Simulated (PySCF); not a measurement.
Species: C3H10Al (charge -1).
Bonds: C1–C2, C2–C3, C3–Al4. Hydrogens: H5, H6, H7 on C1; H8, H9 on C2; H10, H11 on C3; H12, H13, H14 on Al4.

The calculation used PBE0-D3(BJ)/def2-SVP geometry optimisation, gas phase in PySCF.

How far are the bound atoms from Al4?

4 atoms: H14 1.651 Å, H13 1.653 Å, H12 1.654 Å, C3 2.042 Å. The nearest atom not counted as bound is H10, at 2.58 Å.

List the angles at Al4.

| angle | degrees | distance of the outer atoms (Å) |
| --- | --- | --- |
| C3–Al4–H13 | 111.7 | 3.07 |
| H12–Al4–H14 | 110.1 | 2.71 |
| H13–Al4–H14 | 109.2 | 2.69 |
| H12–Al4–H13 | 109.2 | 2.69 |
| C3–Al4–H12 | 108.4 | 3.01 |
| C3–Al4–H14 | 108.3 | 3.00 |

What is the shape at Al4?

Tetrahedral: angles from 108.3° to 111.7°; τ4 = (360° − α − β)/141° = 0.98 with α and β the two widest (0 for a square, 1 for a tetrahedron).

What are the other bond lengths?

C1–C2 1.524 Å; C2–C3 1.528 Å; C1–H5, C1–H6, C1–H7 1.103 Å; C2–H8, C2–H9 1.110 Å; C3–H10, C3–H11 1.109 Å.

Give some angles away from the centre.

C1–C2–C3 113.2°, C2–C3–Al4 117.1°.

What are the rotational constants (commonest isotopes, rigid rotor)?

A = 10027, B = 2823, C = 2469 MHz: a near-prolate asymmetric top.

Point group: C1 (no symmetry element, even within 0.4 Å). Charge -1, singlet. The geometry's basis has no diffuse functions, a weakness for an anion. Whether it is a minimum is left open (no frequencies).

Conformer computed: `[CH3:1][CH2:2][CH2:3][AlH3-:4]`: C1–C2–C3–Al4 -65°.

One conformer stands for the species.
